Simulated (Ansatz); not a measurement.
Molecule: sum formula BNH₃, charge 1, multiplicity 1. It need not be the lowest isomer of its formula. 
Geometry from a B3LYP-D3(BJ)/def2-TZVP (Ansatz, a quantum-chemistry and plane-wave program) optimisation:
```xyz
5

B      0.7546     0.2085     0.0423
N     -0.5076    -0.1403    -0.0284
H      1.8793     0.5193     0.1053
H     -1.2805     0.5223     0.0551
H     -0.8187    -1.1024    -0.1727
```
Charge +1, spin multiplicity 1.

Basis-set convergence of Hartree-Fock and CCSD correlation energies (hartree) with Ansatz. Valence correlation only, unless marked. Spin-orbit coupling is left out. No relativistic terms.

```tsv
basis	functions	E(HF)	E(corr, CCSD)
aug-cc-pVDZ	73	-80.62712	-0.25897
aug-cc-pVTZ	161	…	…
```

Q: Fill in the missing entries.

A: 
- aug-cc-pVTZ, E(HF): -80.64831
- aug-cc-pVTZ, E(corr, CCSD): -0.30421
